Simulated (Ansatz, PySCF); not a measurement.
selenophene (C₄H₄Se), SMILES c1cc[se]c1. Atoms are numbered in the order given.

```xyz
9

C      0.0000     0.7148     1.6806
C      0.0000    -0.7148     1.6806
C      0.0000    -1.2888     0.4350
Se     0.0000     0.0000    -0.9075
C      0.0000     1.2888     0.4350
H      0.0000     1.3095     2.5981
H      0.0000    -1.3095     2.5981
H      0.0000    -2.3513     0.1898
H      0.0000     2.3513     0.1898
```
Charge 0, spin multiplicity 1.

Coordinates come from a r2SCAN-D4/def2-SVP optimisation.

Two levels are set side by side: PBE-D3(BJ)/def2-SVP (Ansatz, a program for electronic structure) and r2SCAN-D4/def2-SVP (Ansatz). Each level has its own optimised geometry; the coordinates shown are those of the second. Frequencies come from the Hessian of PySCF at each geometry. Differences are taken from unrounded values.

```tsv
quantity	r2SCAN-D4
mean bond length (Å)	1.362
bond C1–C2 (Å)	1.430
bond C1–C5 (Å)	1.372
bond C2–C3 (Å)	1.372
bond C3–Se4 (Å)	1.861
bond Se4–C5 (Å)	1.861
bond C1–H6 (Å)	1.093
bond C2–H7 (Å)	1.093
bond C3–H8 (Å)	1.090
bond C5–H9 (Å)	1.090
highest harmonic wavenumber (cm⁻¹)	3252
mean harmonic wavenumber (cm⁻¹)	1364
zero-point energy (kcal/mol)	40.94
```

**Question.** What does PBE-D3(BJ) give, and how far is it from r2SCAN-D4? (The exact figures need the calculation; the answer reports its results.)

**Answer.** 
```json
[
 {"quantity": "mean bond length (Å)", "PBE-D3(BJ)": "1.370", "PBE-D3(BJ) minus r2SCAN-D4": "0.007"},
 {"quantity": "bond C1–C2 (Å)", "PBE-D3(BJ)": "1.434", "PBE-D3(BJ) minus r2SCAN-D4": "0.005"},
 {"quantity": "bond C1–C5 (Å)", "PBE-D3(BJ)": "1.378", "PBE-D3(BJ) minus r2SCAN-D4": "0.006"},
 {"quantity": "bond C2–C3 (Å)", "PBE-D3(BJ)": "1.378", "PBE-D3(BJ) minus r2SCAN-D4": "0.006"},
 {"quantity": "bond C3–Se4 (Å)", "PBE-D3(BJ)": "1.871", "PBE-D3(BJ) minus r2SCAN-D4": "0.010"},
 {"quantity": "bond Se4–C5 (Å)", "PBE-D3(BJ)": "1.871", "PBE-D3(BJ) minus r2SCAN-D4": "0.010"},
 {"quantity": "bond C1–H6 (Å)", "PBE-D3(BJ)": "1.100", "PBE-D3(BJ) minus r2SCAN-D4": "0.007"},
 {"quantity": "bond C2–H7 (Å)", "PBE-D3(BJ)": "1.100", "PBE-D3(BJ) minus r2SCAN-D4": "0.007"},
 {"quantity": "bond C3–H8 (Å)", "PBE-D3(BJ)": "1.097", "PBE-D3(BJ) minus r2SCAN-D4": "0.007"},
 {"quantity": "bond C5–H9 (Å)", "PBE-D3(BJ)": "1.097", "PBE-D3(BJ) minus r2SCAN-D4": "0.007"},
 {"quantity": "highest harmonic wavenumber (cm⁻¹)", "PBE-D3(BJ)": "3186", "PBE-D3(BJ) minus r2SCAN-D4": "-66"},
 {"quantity": "mean harmonic wavenumber (cm⁻¹)", "PBE-D3(BJ)": "1331", "PBE-D3(BJ) minus r2SCAN-D4": "-33"},
 {"quantity": "zero-point energy (kcal/mol)", "PBE-D3(BJ)": "39.94", "PBE-D3(BJ) minus r2SCAN-D4": "-0.99"}
]
```
